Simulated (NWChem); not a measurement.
System: TiF3, doublet; SMILES [F][Ti]([F])[F]

```xyz
4

Ti     0.0000     0.0000     0.0000
F     -1.6871     0.5049     0.0000
F      1.2808     1.2086     0.0000
F      0.4063    -1.7135     0.0000
```
Atoms are numbered in this order, from 1.

All runs: NWChem. Pople sets run with spherical d functions. Spin-unrestricted. In the optimisation the excess spin sits in a' (C3h, its own frame). The geometry was optimised at PBE-D3(BJ)/def2-SVP, spin-unrestricted. This spin state was assumed; another may lie lower. No stability test was run on the SCF state. B3LYP is NWChem's, with the RPA form of VWN correlation. Vertical excitations in the gas phase. Excited states of an open shell can be spin-contaminated.

### Question
Estimate the computed values for B3LYP/6-31G*, TDA. Quantities: lowest excitation (eV); oscillator strength of that lowest state; lowest empty minus highest occupied level, either spin (eV).

### Answer
```yaml
lowest excitation (eV): 0.97
oscillator_strength_of_that_lowest_state: 0.000
lowest empty minus highest occupied level, either spin (eV): 3.90
```
